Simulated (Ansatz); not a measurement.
Program: Ansatz. Geometries: PBE0-D4/def2-TZVP. ΔE: electronic, gas phase. CBS: MP2 limit from def2 TZ/QZ plus the TZ coupled-cluster correction, frozen cores. This one scheme is used for every species. Functionals use def2-TZVPP. B3LYP here is the variant with VWN-RPA as its local correlation; programs differ in this. For Ge outer-core shells are correlated without core-valence functions, which leaves a few kJ/mol of doubt a bond. Scalar relativity is left out up to krypton.

Consider the ligand exchange at a Ge–S bond: `[SH][GeH]` + H–F → `[F][GeH]` + H₂S.

(1) Is it downhill or uphill in electronic energy at CCSD(T)/CBS, and by how much? (Best estimate.)

(2) What do these levels give: BLYP-D4, B3LYP-D4, r2SCAN0-D4, ωB97X-V, B2PLYP, PBE-QIDH, r2SCANh, CCSD/def2-SVP, CCSD(T)/def2-TZVPP, CCSD/def2-QZVPP, CCSD(T)/def2-QZVPP, MP2/CBS(def2)? (Best estimate.)

Largest T1 diagnostic among the species: 0.015.

Results:

(1) Ansatz gave: Uphill: ΔE = +11.4 kJ/mol.

(2) Computed: BLYP-D4 1.3, B3LYP-D4 3.0, r2SCAN0-D4 11.9, ωB97X-V -5.8, B2PLYP 0.9, PBE-QIDH 12.9, r2SCANh 9.2, CCSD/def2-SVP -7.2, CCSD(T)/def2-TZVPP 7.3, CCSD/def2-QZVPP 2.7, CCSD(T)/def2-QZVPP 7.0, MP2/CBS(def2) 16.3 kJ/mol.

Leaving LDA and LC-ωPBE aside and taking each functional with its dispersion term where it has one, the values, not all of them listed here, spread over 22.8 kJ/mol, from CAM-B3LYP-D4 to HSE06-D4. LDA lies +7.9 kJ/mol from PBE without D4. The D4 term adds +5.5 kJ/mol with B3LYP and +2.8 kJ/mol with PBE0; it sums over pairs of atoms, weighted by their polarisabilities, and B3LYP, whose exchange is more repulsive, gets the larger term. From r2SCAN to r2SCAN0 (25 % exact exchange), in def2-TZVPP and without D4, ΔE moves by +3.4 kJ/mol.
